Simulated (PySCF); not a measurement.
Molfile (atoms numbered from 1):
```
C6H12N2Si2
     RDKit          3D

 22 23  0  0  0  0  0  0  0  0999 V2000
    3.1668   -0.1837    0.6036 C   0  0  0  0  0  0  0  0  0  0  0  0
    3.2903    0.5423   -0.6108 C   0  0  0  0  0  0  0  0  0  0  0  0
    2.0172    0.7026   -1.1158 C   0  0  0  0  0  0  0  0  0  0  0  0
    1.1318    0.0970   -0.2639 N   0  0  0  0  0  0  0  0  0  0  0  0
   -0.3073    0.1001   -0.4226 C   0  0  2  0  0  0  0  0  0  0  0  0
   -1.0460    1.0693    0.5176 C   0  0  0  0  0  0  0  0  0  0  0  0
   -2.8944    0.6792    0.4107 Si  0  0  0  0  0  4  0  0  0  0  0  0
   -2.7808   -1.0230    0.0330 N   0  0  0  0  0  0  0  0  0  0  0  0
   -1.1693   -1.6049   -0.2814 Si  0  0  0  0  0  4  0  0  0  0  0  0
    1.8245   -0.4412    0.7894 C   0  0  0  0  0  0  0  0  0  0  0  0
    3.9714   -0.4922    1.2684 H   0  0  0  0  0  0  0  0  0  0  0  0
    4.2088    0.9040   -1.0691 H   0  0  0  0  0  0  0  0  0  0  0  0
    1.6650    1.1978   -2.0189 H   0  0  0  0  0  0  0  0  0  0  0  0
   -0.4995    0.4119   -1.4636 H   0  0  0  0  0  0  0  0  0  0  0  0
   -0.7251    0.8883    1.5580 H   0  0  0  0  0  0  0  0  0  0  0  0
   -0.8018    2.1191    0.2874 H   0  0  0  0  0  0  0  0  0  0  0  0
   -3.6163    0.9485    1.6930 H   0  0  0  0  0  0  0  0  0  0  0  0
   -3.5840    1.4696   -0.6599 H   0  0  0  0  0  0  0  0  0  0  0  0
   -3.5909   -1.6324    0.0169 H   0  0  0  0  0  0  0  0  0  0  0  0
   -0.6065   -2.4409    0.8251 H   0  0  0  0  0  0  0  0  0  0  0  0
   -1.0601   -2.3918   -1.5473 H   0  0  0  0  0  0  0  0  0  0  0  0
    1.3087   -0.9669    1.5901 H   0  0  0  0  0  0  0  0  0  0  0  0
  1  2  1  0
  2  3  2  0
  3  4  1  0
  4  5  1  0
  5  6  1  0
  6  7  1  0
  7  8  1  0
  8  9  1  0
  4 10  1  0
 10  1  2  0
  9  5  1  0
  1 11  1  0
  2 12  1  0
  3 13  1  0
  5 14  1  6
  6 15  1  0
  6 16  1  0
  7 17  1  0
  7 18  1  0
  8 19  1  0
  9 20  1  0
  9 21  1  0
 10 22  1  0
M  END
```

Geometry: PBE0-D3(BJ)/def2-SVP; GIAO shifts from PySCF 2.14, gas phase, non-relativistic, averaged over equivalent atoms.

At PBE0/pcSseg-1 (244 basis functions, 2.1 min wall time on 1 thread of an Arm Neoverse N1, shared host):
```
  atoms  δ (ppm)
 C3/C10    123.3
  C1/C2    114.6
     C5     46.0
     C6     19.3
     N4    191.7
     N8      8.5
    Si7    -20.6
    Si9    -24.8
H13/H22     6.59
H11/H12     6.29
    H20     5.07
    H17     5.04
    H18     4.97
    H21     4.84
    H14     3.73
    H15     1.57
    H16     1.53
    H19    -0.25
```

δ = σ(ref) − σ, references computed at the same level: TMS for 13C (σref 184.41), 29Si (σref 351.99), 1H (σref 31.27); 15N (σref 265.67) against NH3.

Estimate the result of repeating the calculation with CAM-B3LYP/pcSseg-1.

Results:


| atoms | δ at CAM-B3LYP/pcSseg-1 | change |
| --- | --- | --- |
| C3/C10 | 127.2 | +3.9 |
| C1/C2 | 117.6 | +3.0 |
| C5 | 45.7 | -0.3 |
| C6 | 19.4 | +0.1 |
| N4 | 196.5 | +4.8 |
| N8 | 10.1 | +1.6 |
| Si7 | -23.5 | -2.9 |
| Si9 | -26.0 | -1.2 |
| H13/H22 | 6.59 | +0.00 |
| H11/H12 | 6.27 | -0.02 |
| H20 | 4.92 | -0.15 |
| H17 | 4.89 | -0.15 |
| H18 | 4.81 | -0.16 |
| H21 | 4.70 | -0.14 |
| H14 | 3.55 | -0.18 |
| H15 | 1.46 | -0.11 |
| H16 | 1.44 | -0.09 |
| H19 | -0.29 | -0.04 |

Shifts are taken against calculated references (same method and geometry level): 13C (σref 182.45), 29Si (σref 343.41), 1H (σref 31.33) against TMS; NH3 for 15N (σref 267.29).

The largest change is at N4 (pyrrole-type ring nitrogen). Cost: 244 basis functions, 2.3 min wall time on 1 thread of an Arm Neoverse N1, shared host. The order of the carbon signals is the same at both levels.

Experimental scales use liquid or dissolved standards, which lie at an offset from isolated NH3 (liquid NH3: subtract about 20 ppm). Unscaled 15N shifts of sp2 nitrogen come out 20 to 40 ppm too high even then.
